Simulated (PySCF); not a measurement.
CH6ClFO2Si2

CH6ClFO2Si2 is a molecule drawn to mimic a surface site (built as: C site whose three back bonds go to OSiH3, OSiH3, F; end group Cl), neutral, singlet. The structure, one conformer, was relaxed in the gas phase by PBE0-D3(BJ)/def2-SVP. No frequency run checks that it is a minimum.

SMILES: FC(Cl)(O[SiH3])O[SiH3]

Coordinates in Å:
```
C1      0.070   -0.353    0.932
O2     -1.214   -0.060    1.138
Si3    -2.334    0.158   -0.125
O4      0.514    0.157   -0.238
Si5     2.142    0.331   -0.708
F6      0.805    0.119    1.958
Cl7     0.312   -2.166    0.943
H8     -2.129    1.478   -0.780
H9     -2.201   -0.953   -1.105
H10    -3.649    0.117    0.564
H11     2.914   -0.861   -0.269
H12     2.081    0.436   -2.187
H13     2.698    1.576   -0.113
```

Shieldings: GIAO PBE0/pcSseg-1. Shifts are against computed references at the same level: C TMS (σ 184.4 ppm), H TMS (σ 31.27 ppm), Si TMS (σ 352.0 ppm). Core levels by delta-SCF with SCAN, pcX-2 on the ionised atom and pcseg-1 elsewhere, spin-free X2C (2p3/2 is the spin-free 2p value less a third of a first-order spin-orbit splitting); from the vacuum level, for chosen atoms.

Q: Give the shieldings and core levels atom by atom.

A: 
```csv
atoms,bonded to,σ (ppm),δ (ppm),core level (eV)
C1,1 Cl + 1 F + 2 O,53.0,131.4,1s 297.79
O2,1 C + 1 Si,196.4,-,1s 539.23
Si3,1 O + 3 H,383.2,-31.3,-
O4,1 C + 1 Si,191.2,-,1s 539.34
Si5,1 O + 3 H,380.6,-28.6,-
F6,1 C,197.7,-,1s 693.37
Cl7,1 C,561.0,-,2p3/2 205.84
H8 H9 H10,1 Si,26.45,4.82,-
H11 H12 H13,1 Si,26.35,4.92,-
```

Values are those of this one static structure, with the three H of a rotating XH3 group averaged; atoms that internal rotation interchanges would show their mean in an NMR spectrum.

Q: By CAM-B3LYP/def2-SVPD (TDDFT singlets, Tamm-Dancoff triplets, ionisation by delta-SCF), where does absorption start, and what does vertical ionisation take?

A: The lowest singlet lies at 7.21 eV (f 0.007), the strongest of the first 6 at 8.37 eV (f 0.034), the lowest triplet at 6.49 eV; vertical ionisation takes 11.15 eV.
